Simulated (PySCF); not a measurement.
CH6AlClO2Si, SMILES [OH][Al]([OH])[CH2][SiH2]Cl. Heavy atoms are numbered as in [SiH2:1]([Cl:2])[CH2:3][Al:4]([OH:5])[OH:6]. Hydrogens are named by the atom that carries them.

Geometry optimised at PBE-D3(BJ)/def2-SVP. The structure was generated by enumeration; whether it is a known compound was not checked. The values are those of a single conformer.

All values below come from B3LYP/pcSseg-1 (PySCF).

GIAO shieldings, no solvent; atoms alike by connectivity are averaged. δ = σ(ref) − σ: ²⁹Si against TMS (σ = 338.7 ppm); ³⁵Cl against HCl (σ = 933.3 ppm); ¹³C against TMS (σ = 181.3 ppm); ¹⁷O against H2O (σ = 333.8 ppm); ¹H against TMS (σ = 31.68 ppm), references at their B3LYP-D3(BJ)/def2-TZVP geometries, non-relativistic (without spin–orbit terms, shifts of atoms bonded to Cl or Br come out too high).

```csv
atoms,nucleus,count,δ (ppm)
Si1 (SiH2),²⁹Si,1,-3.0
Cl2,³⁵Cl,1,-1.2
C3 (CH2),¹³C,1,[?]
O5 (OH),¹⁷O,2,42.6
H on Si1,¹H,2,5.55
H on O5,¹H,2,[?]
H on C3,¹H,2,[?]
```

Problem. What belongs in the gaps? (An estimate is asked for; the answer gives what the named calculation found.)

Solution. 
- H on O5, δ (ppm): 2.15
- C3 (CH2), δ (ppm): -3.3
- H on C3, δ (ppm): 0.49
